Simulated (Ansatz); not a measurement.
Telling isomers of C2H6ClFSi apart by their spectra

These gas-phase data were calculated for one isomer of C2H6ClFSi at PBE0-D3(BJ)/def2-SVP (harmonic, unscaled wavenumbers; equilibrium rotational constants with average atomic masses):

* rotational constants: 3.363, 2.286, 2.164 GHz
* all wavenumbers above 1500 cm⁻¹: 3179, 3179, 3171, 3170, 3065, 3064

Candidates:

(1) `C[Si](C)(F)Cl`, a singlet
(2) `C[Si@@H](Cl)CF`, a singlet
(3) `C[Si@@H](F)CCl`, a singlet

Task: Assign the data to one candidate and say why.

Result: Candidate (1). No mode falls between 2000 and 2380 cm⁻¹, where the Si–H stretch of (2), (3) would stand.

The same quantities for all candidates:

```tsv
	rotational constants (GHz)	wavenumbers above 1500 cm⁻¹	E above the lowest, PBE0-D3(BJ)/def2-SVP (kcal/mol)
(1)	3.363, 2.286, 2.164	3179, 3179, 3171, 3170, 3065, 3064	0.0
(2)	4.713, 1.768, 1.392	3179, 3169, 3122, 3062, 3057, 2258	58.1
(3)	5.507, 1.663, 1.379	3179, 3177, 3171, 3103, 3065, 2270	45.4
```

Harmonic stretches to hydrogen usually lie a few per cent above observed fundamentals. Each candidate is one conformer. Programs: Ansatz 0.2.0.
